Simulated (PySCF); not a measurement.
Coordinates in bohr (charge 0 multiplicity 1):
```
Te    0.0000    0.0000   -0.5411
F     2.6284    0.0000    1.8764
F    -2.6284    0.0000    1.8764
```

All numbers come from PBE0 in PySCF with Te def2-TZVP with ECP28, F def2-TZVP; scalar-relativistic core potentials, no spin–orbit coupling; density-fitted integrals.

This geometry of TeF₂ is a stationary point at this level.

Q: What is the point group?

A: C2v.

Q: Is it a minimum?

A: Yes: all harmonic wavenumbers are real.

Q: What are the dipole moment and the gap between the highest occupied and lowest empty levels?

A: 2.82 D and 3.96 eV.

Q: Give the ideal-gas entropy at 298.15 K and 1 bar by parts.

A: translation 172.8, rotation 96.7, vibration 11.7, spin 0.0; total 281.2 J/(mol K).

Q: What is the atomisation energy, with and without zero-point energy?

A: 706 kJ/mol without, 697 kJ/mol with.
